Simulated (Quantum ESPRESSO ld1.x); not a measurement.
All-electron atom: the arsenic ion As4+ in [Ar] 3d10 4s1. All-electron calculation, scalar-relativistic Kohn-Sham, LDA (Slater exchange, Perdew-Zunger correlation), spin-unpolarised, spherical densities, point nucleus. Program: ld1.x of Quantum ESPRESSO 7.5.

X-ray form factor f0, the Fourier transform of the density (f0(0) = 29):

sin(theta)/lambda (1/angstrom),f0 (electrons)
0.05,28.771
0.1,28.113
0.15,27.099
0.2,25.826
0.25,24.393
0.3,22.880
0.4,19.840
0.5,17.002
0.6,14.507
0.8,10.732
1,8.414
1.25,6.825
1.5,5.914
2,4.596
